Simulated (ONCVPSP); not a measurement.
Pseudopotential generation for Mg: ONCV, PBE, scalar-relativistic.

```
Element                 : magnesium (Mg)
Generator               : ONCVPSP 4.0.1
Type                    : optimised norm-conserving Vanderbilt (ONCV)
Functional              : PBE
Relativity              : scalar-relativistic
Frozen core             : [He]
Valence charge          : 10
Reference configuration : 2s2 2p6 3s2
Partial waves           : 2s+3s: rc 1.20 bohr, ncon 4, nbas 9, qcut 7.8 1/bohr, 2 projectors; 2p: rc 0.75 bohr, ncon 4, nbas 8, qcut 21.4 1/bohr, 2 projectors, debl 3.5 Ha
Local potential         : polynomial inside 0.75 bohr (lpopt 3, dvloc0 0 Ha)
Core correction         : Teter function, fcfact 2, rcfact 1.4
```

All-electron outer shells of the reference configuration (PBE, scalar-relativistic, ld1.x):

```csv
shell,level (eV),outermost node (bohr),outermost maximum (bohr)
1s,-1259.65,–,0.09
2s,-79.85,0.18,0.54
2p,-46.61,–,0.48
3s,-4.70,0.90,2.56
```

Calculated quality:

```
Cutoffs needed             : 143 Ha and 168 Ha (the cutoffs (Ha) at which the residual kinetic energy of the hardest occupied pseudo-wave falls to 1 and 0.1 mHa per electron)
Ghost test                 : no bound ghost flagged; no localised positive-energy state flagged
Largest excitation error   : +53 meV (all-electron minus pseudo) for 2s2 2p5 3s2, out of 4 test configurations
rms error of d²Exc/dni dnj : 1.99 mHa without and 2.02 mHa with the model core
```

Generation and tests took about 3.9 s on one core of a shared server CPU.
